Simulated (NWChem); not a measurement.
System: bromotrifluoromethane (CBrF₃); SMILES FC(F)(F)Br

NWChem printed, in part:

```
             Northwest Computational Chemistry Package (NWChem) 7.3.0
             --------------------------------------------------------

 C3V symmetry detected

                             Geometry "geometry" -> ""
                             -------------------------

 Output coordinates in angstroms (scale by  1.889725989 to convert to a.u.)

  No.       Tag          Charge          X              Y              Z
 ---- ---------------- ---------- -------------- -------------- --------------
    1 F                    9.0000     0.87568163     0.87568163    -1.26555837
    2 C                    6.0000     0.00000000    -0.00000000    -0.81511937
    3 F                    9.0000     0.32052172    -1.19620335    -1.26555837
    4 F                    9.0000    -1.19620335     0.32052172    -1.26555837
    5 Br                  35.0000     0.00000000     0.00000000     1.11602263

 Effective nuclear repulsion energy (a.u.)     368.8424817979

      Symmetry information
      --------------------

 Group name             C3v
 Group number             17
 Group order               6
 No. of unique centers     3

                                Z-matrix (autoz)
                                --------

 Units are Angstrom for bonds and degrees for angles

      Type          Name      I     J     K     L     M      Value
      ----------- --------  ----- ----- ----- ----- ----- ----------
    1 Stretch                  1     2                       1.31778
    2 Stretch                  2     3                       1.31778
    3 Stretch                  2     4                       1.31778
    4 Stretch                  2     5                       1.93114
    5 Bend                     1     2     3               108.94988
    6 Bend                     1     2     4               108.94988
    7 Bend                     1     2     5               109.98766
    8 Bend                     3     2     4               108.94988
    9 Bend                     3     2     5               109.98766
   10 Bend                     4     2     5               109.98766

                           NWChem Geometry Optimization
                           ----------------------------

 maximum gradient threshold         (gmax) =   0.000450
 rms gradient threshold             (grms) =   0.000300
 maximum cartesian step threshold   (xmax) =   0.001800
 rms cartesian step threshold       (xrms) =   0.001200
 fixed trust radius                (trust) =   0.300000
 source of zmatrix                         =   autoz

          -------------------
          Energy Minimization
          -------------------

 Using diagonal initial Hessian
 Scaling for Hessian diagonals: bonds = 1.00  angles = 0.25  torsions = 0.10

          --------
          Step   0

                                 NWChem DFT Module
                                 -----------------

 Summary of "ao basis" -> "ao basis" (spherical)
 ------------------------------------------------------------------------------
       Tag                 Description            Shells   Functions and Types
 ---------------- ------------------------------  ------  ---------------------
 F                           3-21g                   5        9   3s2p
 C                           3-21g                   5        9   3s2p
 Br                          3-21g                  10       22   5s4p1d

      Symmetry analysis of basis
      --------------------------

        a1         22
        a2          2
        e          34

  Rotation of axis

            General Information
            -------------------
          SCF calculation type: DFT
          Wavefunction type:  closed shell.
          No. of atoms     :     5
          No. of electrons :    68
           Alpha electrons :    34
            Beta electrons :    34
          Charge           :     0
          Spin multiplicity:     1
          Use of symmetry is: on ; symmetry adaption is: on
          Maximum number of iterations: 150
          AO basis - number of functions:    58
                     number of shells:    30
          Convergence on energy requested:  1.00D-06
          Convergence on density requested:  1.00D-05
          Convergence on gradient requested:  5.00D-04

              XC Information
              --------------
                         B3LYP Method XC Potential
                     Hartree-Fock (Exact) Exchange  0.200
                        Slater Exchange Functional  0.800 local
                    Becke 1988 Exchange Functional  0.720 non-local
              Lee-Yang-Parr Correlation Functional  0.810
                  VWN I RPA Correlation Functional  0.190 local

             Grid Information
             ----------------
          Grid used for XC integration:  medium
          Radial quadrature: Mura-Knowles
          Angular quadrature: Lebedev.
          Tag              B.-S. Rad. Rad. Pts. Rad. Cut. Ang. Pts.
          ---              ---------- --------- --------- ---------
          F                   0.50       49           8.0       434
          C                   0.70       49           7.0       434
          Br                  1.15      112           7.0       590
          Grid pruning is: on
          Number of quadrature shells:   210
          Spatial weights used:  Erf1

      Superposition of Atomic Density Guess
      -------------------------------------

 Sum of atomic energies:       -2894.07838815

      Non-variational initial energy
      ------------------------------

 Total energy =   -2895.282734
 1-e energy   =   -4773.105388
 2-e energy   =    1508.980172
 HOMO         =      -0.372844
 LUMO         =       0.141883

      Symmetry analysis of molecular orbitals - initial
      -------------------------------------------------

  Numbering of irreducible representations:

     1 a1          2 a2          3 e

  Orbital symmetries:

     1 a1          2 a1          3 a1          4 e           5 e
     6 a1          7 e           8 e           9 a1         10 a1
    11 a1         12 e          13 e          14 a1         15 e
    16 e          17 e          18 e          19 a1         20 e
    21 e          22 a1         23 a1         24 e          25 e
    26 a1         27 e          28 e          29 e          30 e
    31 a2         32 a1         33 e          34 e          35 a1
    36 e          37 e          38 a1         39 a1         40 a1
    41 e          42 e          43 e          44 e

   convergence    iter        energy       DeltaE   RMS-Dens  Diis-err
 ---------------- ----- ----------------- --------- --------- ---------
 d= 0,ls=0.0,diis     1  -2897.3160969013 -3.27D+03  3.69D-02  2.03D+00
 d= 0,ls=0.0,diis     2  -2897.0918032555  2.24D-01  2.12D-02  4.67D+00
 d= 0,ls=0.0,diis     3  -2897.5673592686 -4.76D-01  1.92D-03  1.69D-02
 d= 0,ls=0.0,diis     4  -2897.5685556647 -1.20D-03  5.59D-04  2.40D-03
 d= 0,ls=0.0,diis     5  -2897.5687373158 -1.82D-04  1.29D-04  2.80D-05
  Resetting Diis
 d= 0,ls=0.0,diis     6  -2897.5687408160 -3.50D-06  3.07D-05  3.71D-06
 d= 0,ls=0.0,diis     7  -2897.5687412569 -4.41D-07  1.90D-06  1.47D-09

         Total DFT energy =    -2897.568741256858
      One electron energy =    -4771.793067685174
           Coulomb energy =     1633.585830298229
    Exchange-Corr. energy =     -128.203985667779
 Nuclear repulsion energy =      368.842481797865

 Numeric. integr. density =       68.000003133048

                  Occupations of the irreducible representations
                  ----------------------------------------------

                     irrep           alpha         beta
                     --------     --------     --------
                     a1               13.0         13.0
                     a2                1.0          1.0
                     e                20.0         20.0

                       DFT Final Molecular Orbital Analysis
                       ------------------------------------

 Vector   32  Occ=2.000000D+00  E=-3.794120D-01  Symmetry=a1
              MO Center= -3.0D-16,  3.2D-16, -8.9D-02, r^2= 3.1D+00
   Bfn.  Coefficient  Atom+Function         Bfn.  Coefficient  Atom+Function
  ----- ------------  ---------------      ----- ------------  ---------------
    49      0.398459  5 Br pz                53      0.301164  5 Br pz
     9      0.260773  1 F  pz                27      0.260773  3 F  pz
    36      0.260773  4 F  pz                45     -0.253954  5 Br pz
    15     -0.252283  2 C  s                  5      0.232463  1 F  pz
    23      0.232463  3 F  pz                32      0.232463  4 F  pz

[...]

      ----------------------
      Optimization converged
      ----------------------

  Step       Energy      Delta E   Gmax     Grms     Xrms     Xmax
  ---- ---------------- -------- -------- -------- -------- --------
@    4   -2897.57482855 -3.0D-07  0.00002  0.00001  0.00041  0.00109
                                     ok       ok       ok       ok

                                Z-matrix (autoz)
                                --------

 Units are Angstrom for bonds and degrees for angles

      Type          Name      I     J     K     L     M      Value     Gradient
      ----------- --------  ----- ----- ----- ----- ----- ---------- ----------
    1 Stretch                  1     2                       1.35567   -0.00002
    2 Stretch                  2     3                       1.35567   -0.00002
    3 Stretch                  2     4                       1.35567   -0.00002
    4 Stretch                  2     5                       1.99839   -0.00001
    5 Bend                     1     2     3               109.18173    0.00000
    6 Bend                     1     2     4               109.18173    0.00000
    7 Bend                     1     2     5               109.75918   -0.00000
    8 Bend                     3     2     4               109.18173    0.00000
    9 Bend                     3     2     5               109.75918   -0.00000
   10 Bend                     4     2     5               109.75918   -0.00000

                         Geometry "geometry" -> "geometry"
                         ---------------------------------

 Output coordinates in angstroms (scale by  1.889725989 to convert to a.u.)

  No.       Tag          Charge          X              Y              Z
 ---- ---------------- ---------- -------------- -------------- --------------
    1 F                    9.0000     0.90216307     0.90216307    -1.28215644
    2 C                    6.0000    -0.00000000    -0.00000000    -0.82384818
    3 F                    9.0000     0.33021460    -1.23237768    -1.28215644
    4 F                    9.0000    -1.23237768     0.33021460    -1.28215644
    5 Br                  35.0000    -0.00000000     0.00000000     1.17454568

 Effective nuclear repulsion energy (a.u.)     357.6797306761

      Symmetry information
      --------------------

 Group name             C3v
 Group number             17
 Group order               6
 No. of unique centers     3

                Final and change from initial internal coordinates
                --------------------------------------------------

                                Z-matrix (autoz)
                                --------

 Units are Angstrom for bonds and degrees for angles

      Type          Name      I     J     K     L     M      Value       Change
      ----------- --------  ----- ----- ----- ----- ----- ---------- ----------
    1 Stretch                  1     2                       1.35567    0.03790
    2 Stretch                  2     3                       1.35567    0.03790
    3 Stretch                  2     4                       1.35567    0.03790
    4 Stretch                  2     5                       1.99839    0.06725
    5 Bend                     1     2     3               109.18173    0.23185
    6 Bend                     1     2     4               109.18173    0.23185
    7 Bend                     1     2     5               109.75918   -0.22848
    8 Bend                     3     2     4               109.18173    0.23185
    9 Bend                     3     2     5               109.75918   -0.22848
   10 Bend                     4     2     5               109.75918   -0.22848

 ==============================================================================
                                internuclear distances
 ------------------------------------------------------------------------------
       center one      |      center two      | atomic units |  angstroms
 ------------------------------------------------------------------------------
    2 C                |   1 F                |     2.56185  |     1.35567
    3 F                |   2 C                |     2.56185  |     1.35567
    4 F                |   2 C                |     2.56185  |     1.35567
    5 Br               |   2 C                |     3.77642  |     1.99839
 ------------------------------------------------------------------------------
                         number of included internuclear distances:          4
 ==============================================================================

[second-derivative integrals and response iterations left out]

  Vibrational analysis via the FX method

  See chapter 2 in "Molecular Vibrations" by Wilson, Decius and Cross

  Vib: Default input used

[...]

 Rotational Constants
 --------------------
 A=   0.181703 cm-1  (  0.261424 K)
 B=   0.065421 cm-1  (  0.094125 K)
 C=   0.065421 cm-1  (  0.094125 K)

 Temperature                      =   298.15K
 frequency scaling parameter      =   1.0000

 Zero-Point correction to Energy  =    8.856 kcal/mol  (  0.014113 au)
 Thermal correction to Energy     =   11.821 kcal/mol  (  0.018839 au)
 Thermal correction to Enthalpy   =   12.414 kcal/mol  (  0.019782 au)

 Total Entropy                    =   71.945 cal/mol-K
   - Translational                =   40.887 cal/mol-K (mol. weight = 148.9117)
   - Rotational                   =   24.936 cal/mol-K (symmetry #  =        3)
   - Vibrational                  =    6.122 cal/mol-K

 Cv (constant volume heat capacity) =   14.941 cal/mol-K
   - Translational                  =    2.979 cal/mol-K
   - Rotational                     =    2.979 cal/mol-K
   - Vibrational                    =    8.982 cal/mol-K

[normal modes left out]

 ----------------------------------------------------------------------------
 Normal Eigenvalue ||           Projected Infra Red Intensities
  Mode   [cm**-1]  || [atomic units] [(debye/angs)**2] [(KM/mol)] [arbitrary]
 ------ ---------- || -------------- ----------------- ---------- -----------
    1       -0.000 ||    0.000000           0.000         0.000       0.000
    2       -0.000 ||    0.000003           0.000         0.003       0.000
    3       -0.000 ||    0.000003           0.000         0.003       0.000
    4       -0.000 ||    0.000005           0.000         0.004       0.001
    5       -0.000 ||    0.000005           0.000         0.004       0.001
    6       -0.000 ||    0.000004           0.000         0.004       0.001
    7      278.267 ||    0.000493           0.011         0.481       0.069
    8      278.295 ||    0.000493           0.011         0.481       0.069
    9      313.617 ||    0.001202           0.028         1.172       0.168
   10      512.432 ||    0.006099           0.141         5.945       0.853
   11      512.447 ||    0.006098           0.141         5.945       0.852
   12      702.628 ||    0.067639           1.560        65.938       9.456
   13     1062.921 ||    0.492363          11.359       479.979      68.830
   14     1268.531 ||    0.249294           5.751       243.024      34.850
   15     1268.538 ||    0.249296           5.751       243.026      34.850
 ----------------------------------------------------------------------------
```

Level: B3LYP/3-21G. This build's default masses of Se (78.918 u) and Br (79.917 u) are each other's, which moves their modes by up to 0.6 %. B3LYP is NWChem's, with the RPA form of VWN correlation.

Which NWChem input produces such a log?

This is not unique; one that fits is the input that was run:
```
start job
memory heap 200 mb stack 900 mb global 1100 mb
geometry units angstroms
  F      0.875682     0.875682    -1.268664
  C      0.000000     0.000000    -0.818225
  F      0.320522    -1.196203    -1.268664
  F     -1.196203     0.320522    -1.268664
  Br     0.000000     0.000000     1.112917
end
basis spherical
  * library 3-21g
end
dft
  xc b3lyp
  iterations 150
end
driver
  maxiter 120
end
task dft optimize
task dft freq
```
